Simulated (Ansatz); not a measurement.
Born–Oppenheimer molecular dynamics of BClH3NO (7 atoms, charge 0, multiplicity 1). It starts from a relaxed structure.

These are results of RKS B3LYP/6-31G* (Ansatz), not measurements.

- ensemble: NVT, Langevin thermostat
- time step: 0.5 fs
- steps asked: 250
- set temperature: 1000 K
- friction: 0.01 /fs
- seed: 705052

First frame:

```xyz
7
Properties=species:S:1:pos:R:3
B 0.054 -0.004 -0.010
O 0.006 -0.470 1.271
H -0.881 -0.413 1.651
N 1.252 -0.005 -0.732
H 2.111 -0.349 -0.327
H 1.329 0.330 -1.679
Cl -1.446 0.628 -0.802
```

**Question.** How far do the bonds stretch over the last three quarters of this one trajectory? (Pairs bonded in most of those frames.)

**Answer.** 
```json
{"bond": "B1–O2", "mean (Å)": "1.369", "spread (Å)": "0.030", "shortest": "1.32", "longest": "1.42"}
{"bond": "B1–N4", "mean (Å)": "1.407", "spread (Å)": "0.029", "shortest": "1.34", "longest": "1.46"}
{"bond": "B1–Cl7", "mean (Å)": "1.835", "spread (Å)": "0.093", "shortest": "1.66", "longest": "2.01"}
{"bond": "O2–H3", "mean (Å)": "0.974", "spread (Å)": "0.040", "shortest": "0.90", "longest": "1.04"}
{"bond": "N4–H5", "mean (Å)": "1.027", "spread (Å)": "0.062", "shortest": "0.93", "longest": "1.13"}
{"bond": "N4–H6", "mean (Å)": "1.020", "spread (Å)": "0.051", "shortest": "0.94", "longest": "1.10"}
```

Mean temperature of the second half: 877 K. The mean temperature of the second half is 12 % below the set value. A run of 0.12 ps of so small a system gives no equilibrium averages.

The run took 5.4 min on 1 thread of Intel(R) Xeon(R) 6975P-C (Granite Rapids) (shared host), peak memory 0.15 GiB.
